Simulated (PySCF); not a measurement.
State search for SbCl

Unrestricted PBE0; Sb cc-pVTZ-PP with ECP28, Cl cc-pV(T+d)Z; scalar-relativistic core potentials (PySCF 2.14). Outer shells of the fragments: Sb 4d10 5s2 5p3; Cl 3s2 3p5.

Followed along the bond (rough minima from three points):

```csv
2Ms+1,unpaired,⟨S²⟩ at the start,R at minimum (Å),Te (eV)
3,π ↑↑,2.00,2.35,0.00
1,π ↑↓,1.01,2.35,0.29
1,none,0.00,2.34,1.20
5,"σ ↑↑, π ↑↑",6.00,none in the scan,≤ 4.70
```

Solutions found at the starting distance of 2.335 Å, counted from the lowest of them; the search is not exhaustive and high or unbound solutions are not listed, so other states can lie among these:

| 2Ms+1 | unpaired | term | E (eV) | ⟨S²⟩ | ⟨Lz²⟩ | μ (D) |
| --- | --- | --- | --- | --- | --- | --- |
| 3 | π ↑↑ | ³Σ⁻ | 0.00 | 2.00 | 0.00 | -2.05 |
| 1 | π ↑↓ | mixed | 0.29 | 1.01 | 2.02 | -1.99 |
| 1 | none | mixed | 1.20 | 0.00 | 2.01 | -1.78 |
| 3 | σ ↑, π ↑ | ³Π | 2.90 | 2.01 | 1.01 | -1.76 |
| 1 | σ ↓, π ↑ | mixed | 3.18 | 1.01 | 1.01 | -1.68 |
| 3 | σ ↑, π ↑ | ³Π | 4.99 | 2.01 | 1.01 | 0.35 |

A term symbol is given only where ⟨S²⟩ and ⟨Lz²⟩ are close to those of a pure state; real π, δ and φ orbitals otherwise mix terms. A positive dipole means Sb(−)Cl(+).

Spin–orbit coupling is left out. Counting both spins, an empty level lies below a filled one in some of these solutions, because spin and occupation are held.
